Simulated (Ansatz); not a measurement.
Stepwise reaction of `[F][Mo]([F])(=[S])=[S]` with ammonia, as a gas-phase model of exchange steps in deposition or etching. ΔE in kJ/mol; ΔG adds harmonic PBE0-D4 terms to CCSD(T)/CBS, at 1 bar.

Isolated molecules relaxed with PBE0-D4/def2-TZVP in Ansatz; ΔE leaves out vibrations. CCSD(T)/CBS adds triple-zeta CCSD(T) − MP2 to the extrapolated MP2 energy (def2 sets, frozen cores). This one scheme is used for every species. DFT in def2-TZVPP. B3LYP here is the variant with VWN-RPA as its local correlation; programs differ in this. def2 core potentials past Kr. For Mo outer-core shells are correlated without core-valence functions, which leaves a few kJ/mol of doubt a bond. Each species was taken in one conformer, which may not be the lowest.

```json
{"step": "1", "reaction": "`[F][Mo]([F])(=[S])=[S]` + NH₃ → `[NH2][Mo]([F])(=[S])=[S]` + H–F", "PBE-D4": "34.0", "B3LYP-D4": "31.6", "ωB97M-V": "31.8", "CCSD(T)/CBS": "19.7", "ΔG(400 K)": "17.7"}
{"step": "2", "reaction": "`[NH2][Mo]([F])(=[S])=[S]` + NH₃ → `[NH2][Mo]([NH2])(=[S])=[S]` + H–F", "PBE-D4": "60.4", "B3LYP-D4": "58.9", "ωB97M-V": "60.1", "CCSD(T)/CBS": "48.6", "ΔG(400 K)": "46.0"}
```

**Question.** By hand: ΔE of the 2 steps together at CCSD(T)/CBS.

**Answer.** (19.7) + (48.6) = 68.3 kJ/mol, or 34.1 kJ/mol a step.

In ΔE each step is higher than the one before. All are uphill at CCSD(T)/CBS. ΔG lies between 17.7 and 46.0 kJ/mol a step. PBE-D4 differs from CCSD(T)/CBS by 11.8 to 14.3 kJ/mol a step. Isolated molecules leave out the surface, adducts and barriers. Largest T1 diagnostic: 0.025.
